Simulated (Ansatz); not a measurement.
Start from `[CH3][Nb](=[O])([F])[F]` and change one element to get `[CH3][V](=[O])([F])[F]`.

Ansatz, PBE0-D4/def2-TZVP geometries, multiplicity 1. 

Elements past krypton have def2 core potentials. Scalar relativity is left out up to krypton.

```json
{"property": "HOMO energy (PBE0/def2-TZVPP) / eV", "`[CH3][Nb](=[O])([F])[F]`": "-9.00"}
{"property": "HOMO–LUMO gap (B3LYP/def2-TZVPP) / eV", "`[CH3][Nb](=[O])([F])[F]`": "6.29"}
{"property": "size of the dipole moment (PBE/def2-TZVPP) / D", "`[CH3][Nb](=[O])([F])[F]`": "2.12"}
{"property": "HOMO–LUMO gap (PBE/def2-TZVPP) / eV", "`[CH3][Nb](=[O])([F])[F]`": "4.50"}
{"property": "HOMO–LUMO gap (ωB97M-V/def2-TZVPP) / eV", "`[CH3][Nb](=[O])([F])[F]`": "11.32"}
{"property": "LUMO energy (PBE/def2-TZVPP) / eV", "`[CH3][Nb](=[O])([F])[F]`": "-3.08"}
```

Question: Give the same properties after the change, and the shifts. (Best estimate.)

Answer: Computed: 
| property | `[CH3][V](=[O])([F])[F]` | shift |
| --- | --- | --- |
| HOMO energy (PBE0/def2-TZVPP) / eV | -9.43 | -0.43 |
| HOMO–LUMO gap (B3LYP/def2-TZVPP) / eV | 5.46 | -0.83 |
| size of the dipole moment (PBE/def2-TZVPP) / D | 1.87 | -0.25 |
| HOMO–LUMO gap (PBE/def2-TZVPP) / eV | 3.39 | -1.11 |
| HOMO–LUMO gap (ωB97M-V/def2-TZVPP) / eV | 10.77 | -0.55 |
| LUMO energy (PBE/def2-TZVPP) / eV | -4.49 | -1.41 |

With PBE0 the HOMO falls by 0.43 eV and the LUMO falls by 1.21 eV, so the gap narrows by about 0.78 eV. PBE moves the HOMO by -0.31 eV and ωB97M-V by -0.49 eV. Dipoles are sizes alone; their direction can turn.

Positive LUMOs are unbound, so they and the gaps depend on the basis.

B3LYP here is the variant with VWN-RPA as its local correlation; programs differ in this.
